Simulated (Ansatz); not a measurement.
Ansatz (an electronic-structure program) input (B3LYP-D3(BJ)/def2-TZVP):

Ansatz 0.2 input:
```yaml
crystal:
  periodic: [false, false, false]
  atoms:
    - {symbol: Si, position_ang: [-1.02909718, 0.09598792, 0.19603010]}
    - {symbol: P, position_ang: [1.16264179, -0.17498748, -0.28686021]}
    - {symbol: H, position_ang: [-1.82509624, -0.83302336, -0.63823404]}
    - {symbol: H, position_ang: [-1.45804519, 1.48794000, -0.08774552]}
    - {symbol: H, position_ang: [-1.28854722, -0.19745417, 1.62733475]}
    - {symbol: H, position_ang: [1.53942232, 0.82351881, 0.65712658]}
basis:
  gaussian:
    orbitals: def2-TZVP
hamiltonian:
  xc: b3lyp
  dispersion: d3bj
magnetization: {spin_polarized: true, initial_magnetization: 1}
phonons: {temperatures: {t_min: 298.15, t_max: 298.15, t_step: 100}}
```

Output:

```
Functional definition: B3LYP
integrals: 0.03 GiB planned
719 factors; their error is unknown
mean field: 0.34 GiB planned
mean field evaluation 1: about -17231.5014 eV, gradient 9.3e0 eV
mean field evaluation 2: about -17231.9573 eV, gradient 5.7e0 eV
mean field evaluation 4: about -17232.1726 eV, gradient 4.3e-1 eV
mean field evaluation 8: about -17232.2052 eV, gradient 6.1e-2 eV
mean field evaluation 16: about -17232.2052 eV, gradient 2.0e-5 eV
mean field -17232.20518712 eV, -633.2718602185 hartree, gradient 2.0e-5 eV, S^2 0.754838; 0 other end points of the search recorded, 0 dependent functions left out
the calculation of the forces begins
reference -17232.20542272 eV, -633.2718688766 hartree; 17, 16 occupied and 81, 82 virtual orbitals, 719 factors
these checks for a lower state are left out or cut short: stability, starts, cluster_reference, orbital_swaps, neighbouring_geometries, increment
integrals: 0.03 GiB planned
719 factors; their error is unknown
mean field: 0.34 GiB planned
mean field -17232.20509680 eV, -633.2718568994 hartree, gradient 1.5e-6 eV, S^2 0.754838; 0 other end points of the search recorded, 0 dependent functions left out
the calculation of the forces begins
reference -17232.20533243 eV, -633.2718655584 hartree; 17, 16 occupied and 81, 82 virtual orbitals, 719 factors
these checks for a lower state are left out or cut short: stability, starts, cluster_reference, orbital_swaps, neighbouring_geometries, increment
integrals: 0.03 GiB planned
719 factors; their error is unknown
mean field: 0.34 GiB planned
mean field -17232.20509885 eV, -633.2718569746 hartree, gradient 1.2e-6 eV, S^2 0.754839; 0 other end points of the search recorded, 0 dependent functions left out
the calculation of the forces begins
reference -17232.20533443 eV, -633.2718656319 hartree; 17, 16 occupied and 81, 82 virtual orbitals, 719 factors
these checks for a lower state are left out or cut short: stability, starts, cluster_reference, orbital_swaps, neighbouring_geometries, increment
integrals: 0.03 GiB planned
719 factors; their error is unknown
mean field: 0.34 GiB planned
mean field evaluation 32: about -17232.1734 eV, gradient 8.5e-2 eV
mean field -17232.20509296 eV, -633.2718567581 hartree, gradient 1.5e-6 eV, S^2 0.754837; 0 other end points of the search recorded, 0 dependent functions left out
the calculation of the forces begins
reference -17232.20532853 eV, -633.2718654150 hartree; 17, 16 occupied and 81, 82 virtual orbitals, 719 factors
these checks for a lower state are left out or cut short: stability, starts, cluster_reference, orbital_swaps, neighbouring_geometries, increment
integrals: 0.03 GiB planned
719 factors; their error is unknown
mean field: 0.34 GiB planned
mean field -17232.20512937 eV, -633.2718580963 hartree, gradient 2.0e-6 eV, S^2 0.754840; 0 other end points of the search recorded, 0 dependent functions left out
the calculation of the forces begins
reference -17232.20536501 eV, -633.2718667556 hartree; 17, 16 occupied and 81, 82 virtual orbitals, 719 factors
these checks for a lower state are left out or cut short: stability, starts, cluster_reference, orbital_swaps, neighbouring_geometries, increment
integrals: 0.03 GiB planned
719 factors; their error is unknown
mean field: 0.34 GiB planned
mean field -17232.20510362 eV, -633.2718571500 hartree, gradient 2.5e-6 eV, S^2 0.754837; 0 other end points of the search recorded, 0 dependent functions left out
the calculation of the forces begins
reference -17232.20533920 eV, -633.2718658072 hartree; 17, 16 occupied and 81, 82 virtual orbitals, 719 factors
these checks for a lower state are left out or cut short: stability, starts, cluster_reference, orbital_swaps, neighbouring_geometries, increment
integrals: 0.03 GiB planned
[...]
mean field evaluation 64: about -17232.1735 eV, gradient 7.1e-2 eV
mean field -17232.20511597 eV, -633.2718576039 hartree, gradient 1.4e-6 eV, S^2 0.754837; 0 other end points of the search recorded, 0 dependent functions left out
the calculation of the forces begins
reference -17232.20535154 eV, -633.2718662607 hartree; 17, 16 occupied and 81, 82 virtual orbitals, 719 factors
these checks for a lower state are left out or cut short: stability, starts, cluster_reference, orbital_swaps, neighbouring_geometries, increment
integrals: 0.03 GiB planned
719 factors; their error is unknown
mean field: 0.34 GiB planned
mean field -17232.20513826 eV, -633.2718584229 hartree, gradient 1.4e-6 eV, S^2 0.754838; 0 other end points of the search recorded, 0 dependent functions left out
the calculation of the forces begins
reference -17232.20537384 eV, -633.2718670802 hartree; 17, 16 occupied and 81, 82 virtual orbitals, 719 factors
these checks for a lower state are left out or cut short: stability, starts, cluster_reference, orbital_swaps, neighbouring_geometries, increment
integrals: 0.03 GiB planned
719 factors; their error is unknown
mean field: 0.34 GiB planned
mean field -17232.20515257 eV, -633.2718589489 hartree, gradient 1.6e-6 eV, S^2 0.754838; 0 other end points of the search recorded, 0 dependent functions left out
the calculation of the forces begins
reference -17232.20538819 eV, -633.2718676078 hartree; 17, 16 occupied and 81, 82 virtual orbitals, 719 factors
these checks for a lower state are left out or cut short: stability, starts, cluster_reference, orbital_swaps, neighbouring_geometries, increment
integrals: 0.03 GiB planned
719 factors; their error is unknown
mean field: 0.34 GiB planned
mean field -17232.20515762 eV, -633.2718591343 hartree, gradient 1.1e-6 eV, S^2 0.754838; 0 other end points of the search recorded, 0 dependent functions left out
the calculation of the forces begins
reference -17232.20539321 eV, -633.2718677922 hartree; 17, 16 occupied and 81, 82 virtual orbitals, 719 factors
these checks for a lower state are left out or cut short: stability, starts, cluster_reference, orbital_swaps, neighbouring_geometries, increment
integrals: 0.03 GiB planned
719 factors; their error is unknown
mean field: 0.34 GiB planned
mean field -17232.20519005 eV, -633.2718603260 hartree, gradient 1.2e-6 eV, S^2 0.754838; 0 other end points of the search recorded, 0 dependent functions left out
the calculation of the forces begins
reference -17232.20542565 eV, -633.2718689843 hartree; 17, 16 occupied and 81, 82 virtual orbitals, 719 factors
these checks for a lower state are left out or cut short: stability, starts, cluster_reference, orbital_swaps, neighbouring_geometries, increment
integrals: 0.03 GiB planned
719 factors; their error is unknown
mean field: 0.34 GiB planned
mean field evaluation 96: about -17232.1735 eV, gradient 5.9e-2 eV
mean field -17232.20515392 eV, -633.2718589982 hartree, gradient 2.5e-6 eV, S^2 0.754838; 0 other end points of the search recorded, 0 dependent functions left out
the calculation of the forces begins
reference -17232.20538951 eV, -633.2718676562 hartree; 17, 16 occupied and 81, 82 virtual orbitals, 719 factors
these checks for a lower state are left out or cut short: stability, starts, cluster_reference, orbital_swaps, neighbouring_geometries, increment
integrals: 0.03 GiB planned
719 factors; their error is unknown
mean field: 0.34 GiB planned
mean field -17232.20520156 eV, -633.2718607492 hartree, gradient 2.4e-6 eV, S^2 0.754838; 0 other end points of the search recorded, 0 dependent functions left out
the calculation of the forces begins
reference -17232.20543716 eV, -633.2718694074 hartree; 17, 16 occupied and 81, 82 virtual orbitals, 719 factors
these checks for a lower state are left out or cut short: stability, starts, cluster_reference, orbital_swaps, neighbouring_geometries, increment
integrals: 0.03 GiB planned
719 factors; their error is unknown
mean field: 0.34 GiB planned
mean field -17232.20515222 eV, -633.2718589360 hartree, gradient 1.8e-6 eV, S^2 0.754839; 0 other end points of the search recorded, 0 dependent functions left out
the calculation of the forces begins
reference -17232.20538784 eV, -633.2718675949 hartree; 17, 16 occupied and 81, 82 virtual orbitals, 719 factors
these checks for a lower state are left out or cut short: stability, starts, cluster_reference, orbital_swaps, neighbouring_geometries, increment
integrals: 0.03 GiB planned
719 factors; their error is unknown
mean field: 0.34 GiB planned
mean field -17232.20512379 eV, -633.2718578910 hartree, gradient 2.2e-6 eV, S^2 0.754838; 0 other end points of the search recorded, 0 dependent functions left out
the calculation of the forces begins
reference -17232.20535936 eV, -633.2718665482 hartree; 17, 16 occupied and 81, 82 virtual orbitals, 719 factors
these checks for a lower state are left out or cut short: stability, starts, cluster_reference, orbital_swaps, neighbouring_geometries, increment
integrals: 0.03 GiB planned
719 factors; their error is unknown
mean field: 0.34 GiB planned
mean field -17232.20517949 eV, -633.2718599381 hartree, gradient 1.4e-6 eV, S^2 0.754838; 0 other end points of the search recorded, 0 dependent functions left out
the calculation of the forces begins
reference -17232.20541508 eV, -633.2718685957 hartree; 17, 16 occupied and 81, 82 virtual orbitals, 719 factors
these checks for a lower state are left out or cut short: stability, starts, cluster_reference, orbital_swaps, neighbouring_geometries, increment
integrals: 0.03 GiB planned
719 factors; their error is unknown
mean field: 0.34 GiB planned
mean field evaluation 128: about -17232.2052 eV, gradient 5.7e-6 eV
mean field -17232.20517940 eV, -633.2718599347 hartree, gradient 1.4e-6 eV, S^2 0.754838; 0 other end points of the search recorded, 0 dependent functions left out
the calculation of the forces begins
reference -17232.20541501 eV, -633.2718685933 hartree; 17, 16 occupied and 81, 82 virtual orbitals, 719 factors
these checks for a lower state are left out or cut short: stability, starts, cluster_reference, orbital_swaps, neighbouring_geometries, increment
integrals: 0.03 GiB planned
719 factors; their error is unknown
mean field: 0.34 GiB planned
mean field -17232.20513459 eV, -633.2718582881 hartree, gradient 2.8e-6 eV, S^2 0.754839; 0 other end points of the search recorded, 0 dependent functions left out
the calculation of the forces begins
reference -17232.20537020 eV, -633.2718669467 hartree; 17, 16 occupied and 81, 82 virtual orbitals, 719 factors
these checks for a lower state are left out or cut short: stability, starts, cluster_reference, orbital_swaps, neighbouring_geometries, increment
integrals: 0.03 GiB planned
719 factors; their error is unknown
mean field: 0.34 GiB planned
mean field -17232.20512402 eV, -633.2718578995 hartree, gradient 2.4e-6 eV, S^2 0.754837; 0 other end points of the search recorded, 0 dependent functions left out
the calculation of the forces begins
reference -17232.20535960 eV, -633.2718665571 hartree; 17, 16 occupied and 81, 82 virtual orbitals, 719 factors
these checks for a lower state are left out or cut short: stability, starts, cluster_reference, orbital_swaps, neighbouring_geometries, increment
integrals: 0.03 GiB planned
719 factors; their error is unknown
mean field: 0.34 GiB planned
mean field -17232.20519895 eV, -633.2718606534 hartree, gradient 2.1e-6 eV, S^2 0.754838; 0 other end points of the search recorded, 0 dependent functions left out
the calculation of the forces begins
reference -17232.20543456 eV, -633.2718693116 hartree; 17, 16 occupied and 81, 82 virtual orbitals, 719 factors
these checks for a lower state are left out or cut short: stability, starts, cluster_reference, orbital_swaps, neighbouring_geometries, increment
integrals: 0.03 GiB planned
719 factors; their error is unknown
mean field: 0.34 GiB planned
mean field -17232.20516513 eV, -633.2718594104 hartree, gradient 1.8e-6 eV, S^2 0.754838; 0 other end points of the search recorded, 0 dependent functions left out
the calculation of the forces begins
reference -17232.20540073 eV, -633.2718680683 hartree; 17, 16 occupied and 81, 82 virtual orbitals, 719 factors
Total energy: -17232.41505509 eV, -633.2795727241 hartree
Atom 0 at    -1.029097     0.095988     0.196030 Å, force     0.000006    -0.000166    -0.000164 eV/Å
Atom 1 at     1.162642    -0.174987    -0.286860 Å, force    -0.000228    -0.000021     0.000002 eV/Å
Atom 2 at    -1.825096    -0.833023    -0.638234 Å, force     0.000204     0.000107     0.000085 eV/Å
Atom 3 at    -1.458045     1.487940    -0.087746 Å, force    -0.000120     0.000040     0.000021 eV/Å
Atom 4 at    -1.288547    -0.197454     1.627335 Å, force    -0.000117     0.000010     0.000052 eV/Å
Atom 5 at     1.539422     0.823519     0.657127 Å, force     0.000256     0.000030     0.000004 eV/Å
Dipole moment:    -0.054671     0.073439     0.077571 e Å
Vibrations: 181.94 440.92 480.77 491.72 776.03 905.33 945.58 951.41 2209.35 2214.56 2236.26 2355.61 cm⁻¹, zero-point energy 0.879636 eV
```

It need not be the lowest isomer of its formula.
